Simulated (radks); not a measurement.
Effect of the nuclear size on neutral lead, [Hg] 6p2. Calculated with a radial shooting solver on a logarithmic mesh with Libxc functionals: Dirac Kohn-Sham, BLYP, spin-unpolarised, spherical densities, finite nucleus; open shells fill j = l - 1/2 first; Fermi nuclear charge, rms radius 5.5012 fm. The rms radius is varied about that value; shifts are against it.

rms radius (fm)  total energy shift (eV)  density at nucleus (e/bohr^3)  1s1/2 shift (meV)  2s1/2 shift (meV)  4p1/2 shift (meV)  5s1/2 shift (meV)  5p1/2 shift (meV)  6s1/2 shift (meV)  6p1/2 shift (meV)
4.423                              -47.3                       3.01e+06             -18800              -2860              -3.67              -34.4              0.622              -3.35              0.437
5.2977                             -9.37                      2.783e+06              -3730               -567             -0.733              -6.81              0.122             -0.664              0.087
5.5012                                 0                      2.737e+06              0.000              0.000              0.000              0.000              0.000              0.000              0.000
6.0293                              25.2                       2.63e+06              10000               1530               1.99               18.3             -0.327               1.79             -0.233
6.8105                              64.9                      2.494e+06              25800               3930               5.14               47.2             -0.835               4.59             -0.599

Slopes of the eigenvalues against <r^2> in GHz/fm^2, as finite differences over the two radii next to the reference (eigenvalue slopes, not the field-shift constants of lines): 1s1/2 402000, 2s1/2 61100, 4p1/2 79.3, 5s1/2 734, 5p1/2 -13.1, 6s1/2 71.5, 6p1/2 -9.33.
